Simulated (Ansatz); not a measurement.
`C[Si](C)(C)Cl` + PH₃ → `C[Si](C)(P)Cl` + CH₄ at 400 K and 1 bar (ligand exchange at the Si–C bond).

Program: Ansatz. Geometries: PBE0-D4/def2-TZVP. ΔE: electronic, gas phase. CBS: MP2 limit from def2 TZ/QZ plus the TZ coupled-cluster correction, frozen cores. This one scheme is used for every species. Each species was taken in one conformer, which may not be the lowest.

```
        species  CCSD(T)/CBS energy (Eh)  H − E (kJ/mol)  S (J/(mol·K))
`C[Si](C)(C)Cl`               -868.53638           335.1          404.9
            PH₃               -342.72256            77.1          221.7
`C[Si](C)(P)Cl`              -1170.80528           287.5          430.0
            CH₄                -40.46206           131.3          197.2
```

H − E and S are ideal-gas, rigid-rotor, harmonic terms from PBE0-D4/def2-TZVP, for one conformer and one mirror image of each species. 1 Eh = 2625.50 kJ/mol, R = 8.31446 J/(mol·K).

Question: By hand: ΔE, ΔH, ΔS and ΔG.

Answer: ΔE = (-1170.80528) + (-40.46206) − (-868.53638) − (-342.72256) = -0.00840 Eh = -22.1 kJ/mol. Δ(H − E) = 287.5 + 131.3 − 335.1 − 77.1 = 6.6, so ΔH = -15.5 kJ/mol. ΔS = 430.0 + 197.2 − 404.9 − 221.7 = 0.6 J/(mol·K). ΔG = -15.5 − 400 × (0.6)/1000 = -15.7 kJ/mol.

Question: By hand: the equilibrium constant, and the temperature at which ΔG would vanish if ΔH and ΔS stayed fixed.

Answer: log₁₀ K = −ΔG/(RT ln 10) = 2.1. ΔH and −TΔS have one sign here, so there is no such temperature.

The number of gas molecules stays the same, so ΔS is small and ΔH decides. A doubt of 5 kJ/mol in ΔE shifts log₁₀ K by 0.7 here. Other conformers and mirror images would add mixing entropy, several J/(mol·K) or more a flexible species. These are equilibria of isolated gas molecules and say nothing of rates. Largest T1 diagnostic: 0.013 (customary marks: 0.02 for closed shells, 0.045 for open ones).

ΔS is within the doubt of such terms, so its sign, and with it that verdict, could turn.
